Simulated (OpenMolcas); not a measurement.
Computed levels of 4s² 4p⁴ in ions with 34 electrons, in cm-1 above ³P₂.

```yaml
Program: OpenMolcas
Method: CASSCF
Basis: ANO-RCC-VQZP
Scalar_Hamiltonian: DKH2, point nucleus
Spin-orbit_coupling: RASSI with atomic mean-field integrals over the reference wave functions, term energies averaged over their components
```

Active space for each ion: 6 electrons in 4 orbitals (4s 4p).

| Level | Se | Kr2+ |
| --- | --- | --- |
| ³P₁ | 1825 | 4117 |
| ³P₀ | 2382 | 4922 |
| ¹D₂ | 11798 | 17087 |
| ¹S₀ | 21810 | 31577 |

Question: Estimate ³P₀, ¹D₂, ¹S₀ for Br+ from its neighbours Se and Kr2+.

Answer: ³P₀ is fine structure, which grows about as the fourth power of a screened charge, so the fourth roots are averaged: ((2382^0.25 + 4922^0.25) / 2)^4 = 3481. The calculation gives 3549, so the estimate is off by -1.9 %; the measured value is 3837 (NIST Handbook of Basic Atomic Spectroscopic Data).
¹D₂ is another term, which grows about linearly with the charge: (11798 + 17087) / 2 = 14442. The calculation gives 14459, so the estimate is off by -0.1 %; the measured value is 12089 (NIST Handbook of Basic Atomic Spectroscopic Data).
¹S₀ is another term, which grows about linearly with the charge: (21810 + 31577) / 2 = 26694. The calculation gives 26725, so the estimate is off by -0.1 %; the measured value is 27867 (NIST Handbook of Basic Atomic Spectroscopic Data).

Without dynamic correlation excited terms often stand tens of per cent too high (terms of higher spin than the ground term too low), and those without a measured partner can miss by more than the paired ones (holds for Se; Br+). No level of 4s 4p⁵ was computed, though it lies in the active space (holds for Br+). Measured partners are found by configuration, term and J. A level has none where our copy of the source lacks it or the pairing is in doubt (some pairs that miss far off the trend of their configuration count as doubtful), and it then counts in no deviation. Levels of configurations outside the active space are missing.
